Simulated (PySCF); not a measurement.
PySCF input for C4H6ClF, SMILES [C@@H]1([C@](C1)(F)C)Cl, HF/pcSseg-1. The structure is a stationary point at B3LYP-D3(BJ)/def2-SVP. The structure was generated by enumeration; whether it is a known compound was not checked.

```python
import numpy as np
from pyscf import gto, scf, dft
from pyscf.prop.nmr import rhf as nmr

mol = gto.M(
    atom='''
    C     2.07665005   -0.83928959   -0.39001339
    C     0.69938300   -0.54420584    0.13248558
    F     0.72945411   -0.11618255    1.43080694
    C    -0.51350500   -1.34237255   -0.25234796
    C    -0.35278197    0.07943829   -0.74252879
    Cl   -1.38435404    1.35715691   -0.09274780
    H     2.03648690   -1.15390013   -1.44290733
    H     2.71191118    0.05697171   -0.31524524
    H     2.54144086   -1.64761625    0.19643141
    H    -1.24664960   -1.49340432    0.54385142
    H    -0.42193703   -2.15978495   -0.97357279
    H    -0.11079731    0.25028749   -1.79468018
    ''',
    basis='pcSseg-1',
    charge=0,
    spin=0,
    max_memory=1600,
    verbose=3,
)
mf = scf.RHF(mol)
mf.conv_tol = 1e-10
mf.max_cycle = 100
mf.kernel()
n = nmr.NMR(mf)
n.verbose = 2
n.max_cycle_cphf = 60
sigma = n.kernel()
print('atom   isotropic/ppm   span/ppm')
for i, s in enumerate(sigma):
    w = np.linalg.eigvalsh((s + s.T) / 2)
    print(f'{mol.atom_symbol(i):2s}{i + 1:3d} {w.mean():14.3f} {w[2] - w[0]:11.3f}')
```

Log of the run:

```
converged SCF energy = -713.792913385686
atom   isotropic/ppm   span/ppm
C   1        169.782      40.706
C   2        126.742     108.249
F   3        416.227     106.900
C   4        172.165      59.393
C   5        156.671      86.863
Cl  6        911.089     354.969
H   7         31.342      11.938
H   8         29.539      11.574
H   9         29.531      11.845
H  10         30.469      13.016
H  11         30.830      14.509
H  12         29.434      16.183
```

The calculation finished and met its thresholds.

Cost: about 29 core-seconds (a rough figure).
